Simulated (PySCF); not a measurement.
Electron correlation in Au⁺ (gold, charge +1)

[Xe] 4f14 5d10, closed-shell 1S. Computed with PySCF 2.14 in def2-QZVPPD with the def2 core potential (60 electrons) (7s5p4d4f2g, 88 functions), with scalar relativity through the core potential. Frozen: nothing; 18 electrons correlated.

```json
{"level": "CCSD", "correlation energy (mhartree)": "-574.53"}
{"level": "(T)", "correlation energy (mhartree)": "-18.38"}
{"level": "CCSD(T)", "correlation energy (mhartree)": "-592.91"}
```

Diagnostics: T1 = 0.0055, D1 = 0.0100, largest double amplitude 0.022.

Is a single reference adequate?

Yes, within this model without spin-orbit coupling: T1 lies below 0.03 and no double amplitude reaches 0.07.

The basis has no tight functions for the innermost shells, so their pair energies are far from complete.

This basis was not built for core-valence correlation, so the inner-shell part is incomplete.
